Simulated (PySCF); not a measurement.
TPSS on Br³⁺ (bromine, charge +3)

Configuration: [Ar] 3d10 4s2 4p2, high-spin 3P determinant. Calculation: PySCF 2.14, in aug-cc-pVDZ-DK; scalar relativity by spin-free X2C-1e.

```
Total energy                                                  : -2603.503 hartree
One-electron energy                                           : -3573.194 hartree
Hartree (Coulomb) energy                                      : 1061.401 hartree
Exchange-correlation energy                                   : -91.710 hartree
⟨S²⟩                                                          : 2.0015
⟨L²⟩                                                          : 2.005
Sum of ⟨r⟩                                                    : 18.44 bohr
Sum of ⟨r²⟩                                                   : 19.99 bohr²
Traceless quadrupole moment −½Σ⟨3z² − r²⟩ along its main axis : 1.35 e·bohr²
Langevin diamagnetic susceptibility                           : -15.8 ×10⁻⁶ cm³/mol
Time after the integrals                                      : 1.1 s of wall time on 1 thread of Neoverse-N1 (shared host)
```

```tsv
shell	electrons	mean orbital energy (hartree)	spread (hartree)	rms radius, mean of both spins (bohr)
1s α	1	-491.05699	0	0.0492
1s β	1	-491.05080	0	0.0492
2s α	1	-65.24204	0	0.205
2s β	1	-65.23977	0	0.205
2p α	3	-57.67276	0.00666	0.183
2p β	3	-57.66754	0.01135	0.183
3s α	1	-10.23645	0	0.590
3s β	1	-10.22790	0	0.590
3p α	3	-7.83530	0.02490	0.609
3p β	3	-7.82564	0.03246	0.609
3d α	5	-3.87308	0.02296	0.654
3d β	5	-3.86040	0.03232	0.654
4s α	1	-2.03783	0	1.65
4s β	1	-1.93524	0	1.65
4p α	2	-1.50756	0	1.88
```

Densities and radii are taken from the X2C orbitals without a picture-change correction, which distorts them close to the nucleus.
